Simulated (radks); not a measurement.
Polarisability of neutral cobalt, [Ar] 3d7 4s2, at imaginary frequency. All-electron calculation, non-relativistic Kohn-Sham, LB94 model potential, spin-polarised, spherical densities, point nucleus; open shells are filled with parallel spins first. Program: a radial shooting solver on a logarithmic mesh with Libxc functionals. Response by self-consistent Sternheimer equations with the Hartree and adiabatic LDA kernel.

w (hartree)  alpha1(iw) (bohr^3)
0.00266                    41.52
0.0143                     41.34
0.0360                     40.41
0.0697                     37.69
0.118                      32.32
0.186                      24.81
0.280                      17.15
0.413                      11.02
0.605                      6.817
0.892                      4.141
1.35                       2.460
2.12                       1.379
3.59                      0.6752
6.94                      0.2505
17.5                     0.05323

Static values: alpha1 = 41.52 bohr^3 (6.153 angstrom^3; uncoupled 74.48). C6 = 311.5, triple-dipole C9 = 9216 atomic units. One-pole (London) frequency 4 C6 / (3 alpha1^2) = 0.241 hartree, against 0.325 for minus the highest occupied eigenvalue. Recommended static value: 55 bohr^3 (Schwerdtfeger and Nagle, 2023 table).
